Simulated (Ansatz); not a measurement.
Clusters of 7 atoms, halide: PBE0-D4/def2-TZVPD single points in Ansatz on relaxed structures, gas phase. Each cluster is the lowest isomer that a short search found in that spin, judged at the geometry's level, and lower ones may exist. Core potentials for Ag, Cs, no spin–orbit coupling. HOMO and LUMO are taken over both spins. The spins of the ions were chosen, not always searched. A dash marks a value that wasn't run or was left out as unsound. The structures are stationary points that may keep the symmetry of their start. Remarks come from the PBE and PBE0 runs and from stability tests at other levels; not every state was tested.

| species | atoms | state | geometry | HOMO (eV) | vertical IE (eV) | point group (within 0.1 Å) | remarks |
| --- | --- | --- | --- | --- | --- | --- | --- |
| Ag3H4⁻ | 7 | singlet | r2SCAN-D4/def2-TZVPD | -2.70 | 4.27 | – | – |
| Cu3F4⁻ | 7 | singlet | r2SCAN-D4/def2-SVPD | -2.94 | 4.58 | C2 | spin-contaminated (⟨S²⟩ up to 0.83) (neutral doublet) |

Q: Estimate the rows for Cs3H4 (doublet; oxidised ion singlet, r2SCAN-D4/def2-TZVP geometry).

A: 
```json
{"species": "Cs3H4", "atoms": "7", "state": "doublet; oxidised ion singlet", "geometry": "r2SCAN-D4/def2-TZVP", "HOMO (eV)": "-1.90", "vertical IE (eV)": "–", "point group (within 0.1 Å)": "–"}
```
